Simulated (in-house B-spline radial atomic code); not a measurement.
Settings and results of a run for Ag3+. Method: non-relativistic r2SCAN, spin-polarised, spherical fractional occupations, point nucleus, inside a hard spherical wall at 1.56 bohr. Calculated with a radial B-spline atomic code at the basis-set limit.

Command:
```bash
python run_scf.py task.json out
```
Settings:
```
Z                47
configuration    [Ar] 3d9 4s2 4p6 4d8 4f1
hamiltonian      nr
method           r2scan
spin_polarised   True
wall_radius      1.56
```

Output (hartree, bohr):
```
 radial grid: 39 intervals, B-splines of order 8, outer radius 1.56 bohr

 iter        energy (Eh)    residual
    1       -5164.747689    1.00e-01
    2       -5164.755428    1.99e-03
    3       -5164.755465    8.65e-04
    4       -5164.755469    4.11e-04
    5       -5164.755469    4.46e-05
    6       -5164.755469    1.94e-05
    7       -5164.755469    9.00e-07
    8       -5164.755469    6.80e-08

 total energy                     -5164.75547
 kinetic                            5256.4935
 electron-nucleus                 -12421.8096
 Hartree                            2149.2486
 exchange-correlation               -148.6880

 orbital      occ     eigenvalue          <r>       <r^2>       <1/r>       <r^4>     <1/r^3>       r_max
 1s up      1.000      -902.3814    0.0323984  0.00140452       46.47 4.99861e-06           -     0.02144
 1s down    1.000      -902.3815    0.0323984  0.00140451       46.47 4.99835e-06           -     0.02144
 2s up      1.000      -130.2109     0.140498   0.0232001     10.5795 0.000917286           -      0.1191
 2s down    1.000      -130.0608     0.140427   0.0231767      10.586 0.000915555           -       0.119
 2p up      3.000      -120.9757     0.120124   0.0175636     10.5668 0.000607361     3316.42     0.09346
 2p down    3.000      -120.8688     0.120047     0.01754     10.5725 0.000605726     3320.55     0.09342
 3s up      1.000       -23.4750     0.380039    0.165167     3.78321   0.0418524           -      0.3435
 3s down    1.000       -23.3432     0.380144    0.165212     3.77927   0.0418417           -      0.3437
 3p up      3.000       -19.7637     0.372388    0.161014     3.69214   0.0417861     589.734      0.3303
 3p down    3.000       -19.6205     0.372587    0.161131      3.6873   0.0418085     587.406      0.3306
 3d up      5.000       -12.9584     0.345247    0.142004     3.53096   0.0378846     91.3987      0.2741
 3d down    4.000       -12.7798     0.345736     0.14239     3.52623    0.038063     91.1252      0.2747
 4s up      1.000        -2.7748     0.849075    0.792046     1.58671     0.80754           -      0.8404
 4s down    1.000        -2.6089     0.849993    0.793662      1.5838    0.810662           -      0.8409
 4p up      3.000        -1.4416     0.862048    0.817799     1.54005    0.859321      127.01       0.864
 4p down    3.000        -1.2735     0.863003     0.81951      1.5374      0.8627     126.324      0.8646
 4d up      5.000         0.9195     0.877958    0.851707     1.45855    0.933557     19.3056       0.903
 4d down    3.000         1.0931     0.878824    0.853427     1.45762    0.937236     19.3058      0.9043
 4f up      1.000         3.6141     0.890181    0.855083     1.24168    0.930845      3.0048      0.9057
```

Cost of the run: 0.13 s on 1 thread of Arm Neoverse V1 (shared host).
